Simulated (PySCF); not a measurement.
**C₈H₁₁N: full NMR table**

| Property | Result |
| --- | --- |
| Formula | C8H11N |
| SMILES | N#C[C@@H]1CC[C@H]2C[C@@H]1C2 |
| Point group of the computed structure | C1 |
| Degrees of unsaturation | 4 |
| Carbon signals | 8 |
| Proton signals | 11 |

Numbering as in the mapped SMILES `[N:1]#[C:2][C@@H:3]1[CH2:4][CH2:5][C@H:6]2[CH2:7][C@@H:8]1[CH2:9]2`; H(Xn) means a hydrogen on atom n. Ha(C4), Ha(C5) are cis to C2 on the ring; Ha(C7), Ha(C9) are cis to C3 on the ring; Hb(C4), Hb(C5) are trans to C2 on the ring; Hb(C7), Hb(C9) are trans to C3 on the ring.

No solvent, one computed conformer, no relativistic terms. Geometry from GFN2-xTB; shieldings: GIAO PBE0/pcSseg-1; PySCF 2.14.0 with density-fitted response routines.

Scale: ¹H, ¹³C vs TMS; ¹⁵N vs NH3 (reference shieldings calculated alike).

| carbon | δC, type | δH (multiplicity) | HMBC from (2–3 bonds) | span of the C tensor (ppm) |
| --- | --- | --- | --- | --- |
| C2 | 127.7, C | – | H(C3), H(C8), Ha(C4), Hb(C4) | 360 |
| C3 | 30.9, CH | 2.63 (m) | H(C8), Hb(C7), Ha(C4), Hb(C4), Ha(C5), Hb(C9), Ha(C9), Hb(C5), Ha(C7) | 22 |
| C4 | 24.5, CH2 | Hb(C4) 2.09 (m); Ha(C4) 2.17 (m) | H(C3), H(C8), H(C6), Ha(C5), Hb(C5) | 25 |
| C5 | 31.8, CH2 | Ha(C5) 2.04 (m); Hb(C5) 1.76 (m) | H(C3), Hb(C7), H(C6), Ha(C4), Hb(C4), Hb(C9), Ha(C9), Ha(C7) | 20 |
| C6 | 34.1, CH | 2.27 (m) | H(C8), Hb(C7), Ha(C4), Hb(C4), Ha(C5), Hb(C9), Ha(C9), Hb(C5), Ha(C7) | 25 |
| C7 | 39.3, CH2 | Hb(C7) 2.33 (m); Ha(C7) 0.85 (m) | H(C3), H(C8), H(C6), Ha(C5), Hb(C9), Ha(C9), Hb(C5) | 32 |
| C8 | 39.3, CH | 2.45 (m) | H(C3), Hb(C7), H(C6), Ha(C4), Hb(C4), Hb(C9), Ha(C9), Ha(C7) | 14 |
| C9 | 25.2, CH2 | Ha(C9) 1.77 (m); Hb(C9) 1.98 (m) | H(C3), H(C8), Hb(C7), H(C6), Ha(C5), Hb(C5), Ha(C7) | 18 |

Other nuclei:
```
atoms  nucleus       environment  δ (ppm)  σ (ppm)
   N1      ¹⁵N  nitrile nitrogen    295.2    -27.5
```

Carbon types of the structure: 1 × C, 3 × CH, 4 × CH2, which accounts for all hydrogens. δC 127.7: nitrile carbon; C≡N carbons fall here, among the sp2 signals but without a proton. δC 39.3, 34.1: sp3 CH in a ring; aliphatic region, no heteroatom directly attached. δC 39.3, 31.8, 25.2, 24.5: sp3 CH2 in a ring; aliphatic region, no heteroatom directly attached. δC 30.9: sp3 CH α to a nitrile; saturated and bonded to C and H only. δH 2.63: hydrogen on an sp3 CH α to a nitrile.

Shifts are as computed. Against solution values, carbons near 30 ppm lie about +3 ppm off and those near 130 ppm about +5 ppm. Of 1211 compounds with measured shifts, 218 miss one by over three times the rms of a fit or turn the order of signals round; such compounds aren't used in these exercises. Experimental scales use liquid or dissolved standards, which lie at an offset from isolated NH3 (liquid NH3: subtract about 20 ppm). Unscaled 15N shifts of sp2 nitrogen come out 20 to 40 ppm too high even then. No couplings were computed; multiplicities are counted from neighbouring protons, with m where these are inequivalent, close in shift, in a saturated or five-membered ring or joined by F or P, and br s for small geminal =CH2 splittings.
